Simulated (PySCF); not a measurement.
C₅H₇FO₃.
Numbering: `[CH3:1][O:2][C@@H:3]1[O:4][CH2:5][C@H:6]([F:7])[C:8]1=[O:9]`

Cartesian coordinates in Å at the GFN2-xTB level; atoms count from 1:
```
atom  x, y, z in Å
C1     2.4614   -0.2495    0.5618
O2     1.1536   -0.7808    0.4550
C3     0.3517   -0.1144   -0.4687
O4    -0.0292    1.1702   -0.0472
C5    -1.1571    1.0357    0.7999
C6    -2.0078   -0.0596    0.1508
F7    -2.7176   -0.7897    1.0624
C8    -0.9586   -0.9115   -0.5789
O9    -1.1207   -1.9607   -1.1159
H10    2.4325    0.8073    0.8406
H11    3.0025   -0.3614   -0.3836
H12    2.9531   -0.8279    1.3398
H13    0.8620   -0.0051   -1.4384
H14   -0.8604    0.7110    1.8055
H15   -1.6446    2.0082    0.8492
H16   -2.7284    0.3370   -0.5765
```

NICS = −σ at a ghost point: NICS(0) at the centroid of the ring atoms, NICS(1) 1 Å to either side along the normal of their mean plane, zz for the tensor component along that normal. Level: GIAO PBE0/pcSseg-1 (PySCF, non-relativistic, gas phase) on the GFN2-xTB geometry, one conformer.

Ring bond lengths (Å), with Mayer bond orders in brackets: C3–O4 1.405 (0.96), O4–C5 1.417 (0.91), C5–C6 1.531 (1.01), C6–C8 1.536 (0.93), C8–C3 1.538 (0.91).

Problem. Give the NICS values of each ring in ppm.

Solution. 
| ring | type | NICS(0) | NICS(1), two faces | NICS(1)zz, two faces | rms pucker (Å) | centre to ring atoms, mean (Å) |
| --- | --- | --- | --- | --- | --- | --- |
| C3–O4–C5–C6–C8 | 5-membered ring with O; formal bonds all single | -0.4 | -3.4 / -1.0 | -5.5 / 0.0 | 0.15 | 1.25 |

Problem. What can be read from them?

Solution. 
- C3–O4–C5–C6–C8: mean NICS(1)zz -2.7 ppm, near zero. C3, C5, C6 have four or more neighbours, so the value isn't read as a sign of a π ring current. The two faces differ by 5.5 ppm, so no symmetry operation interchanges them.

Problem. List the ring angles and the Hirshfeld charges of the ring atoms.

Solution. 
- C3–O4–C5–C6–C8: C3 105.3° (+0.092 e), O4 108.0° (-0.144 e), C5 104.9° (-0.008 e), C6 102.6° (+0.050 e), C8 105.1° (+0.156 e); sum 525.9° against 540° for a flat convex ring.

Problem. How shielded are the nuclei of the rings and their hydrogens (means over atoms taken as equivalent)?

Solution. 
```
atoms                     environment  σ isotropic (ppm)  principal values of the symmetric part, first atom (ppm)
   C3  sp3 carbon bearing two oxygens               84.1                                          58.3, 95.0, 99.1
   O4             cyclic ether oxygen              270.9                                       223.1, 261.7, 328.1
   C5      sp3 carbon bound to oxygen              116.1                                        81.4, 105.2, 161.8
   C6                  sp3 C–F carbon               97.5                                         62.6, 93.1, 136.8
   C8          ketone carbonyl carbon              -22.9                                       -103.9, -32.7, 68.0
  H13                methine hydrogen              27.20                                          23.0, 27.2, 31.4
  H14              methylene hydrogen              27.29                                          23.4, 26.7, 31.8
  H15              methylene hydrogen              27.08                                          23.4, 26.1, 31.7
  H16                methine hydrogen              26.72                                          23.3, 27.1, 29.7
```

Hardware: one thread of an Arm Neoverse V2, shared host. Cost: 28 s of wall time. This is the whole shielding run at PBE0/pcSseg-1, SCF included.
